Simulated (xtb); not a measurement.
A run for xtb: GFN1-xTB on CH4OSi (SMILES C[Si]O), a point of a torsion scan.

```
$ xtb mol.xyz --gfn 1 --sp --chrg 0 --uhf 0
7

C      0.86358335    -0.07354840     0.02254455
Si    -0.55430608     1.21816895    -0.13605599
O     -1.87052403     0.31121787    -0.43678025
H      0.63009932    -1.03732457    -0.43897878
H      1.78344951     0.29224211    -0.43053139
H      1.08993254    -0.26266942     1.07276751
H     -1.90768018    -0.64548403    -0.51345766
```

The head of its log:

```
[...]
           -------------------------------------------------
          |                Calculation Setup                |
           -------------------------------------------------



           -------------------------------------------------
          |                 G F N 1 - x T B                 |
           -------------------------------------------------

        Reference                      10.1021/acs.jctc.7b00118
      * Hamiltonian:
        H0-scaling (s, p, d)           1.850000    2.250000    2.000000
        zeta-weighting                 0.000000
      * Dispersion:
        s8                             2.400000
        a1                             0.630000
        a2                             5.000000
        s9                             0.000000
      * Repulsion:
        kExp                           1.500000
        rExp                           1.000000
      * Coulomb:
        alpha                          2.000000
        third order                    atomic
        anisotropic                    false
      * Halogen bond correction:
        rad-scale                      1.300000
        damping                        0.440000


          ...................................................
          :                      SETUP                      :
          :.................................................:
          :  # basis functions                  26          :
          :  # atomic orbitals                  25          :
          :  # shells                           15          :
          :  # electrons                        18          :
          :  # halogen bonds                     0          :
          :  max. iterations                   250          :
          :  Hamiltonian                  GFN1-xTB          :
          :  restarted?                      false          :
          :  GBSA solvation                  false          :
          :  PC potential                    false          :
          :  electronic temp.          300.0000000     K    :
          :  accuracy                    1.0000000          :
          :  -> integral cutoff          0.2500000E+02      :
          :  -> integral neglect         0.1000000E-07      :
          :  -> SCF convergence          0.1000000E-05 Eh   :
          :  -> wf. convergence          0.2000000E-04 e    :
          :  Broyden damping             0.4000000          :
          :  net charge                          0          :
          :  unpaired electrons                  0          :
          ...................................................

 iter      E             dE          RMSdq      gap      omega  full diag
   1    -10.9077780 -0.109078E+02  0.704E+00    3.48       0.0  T
   2    -10.9203392 -0.125612E-01  0.422E+00    3.40       1.0  T
```

**Question.** Predict the final total energy.

**Answer.** -10.8283 hartree.
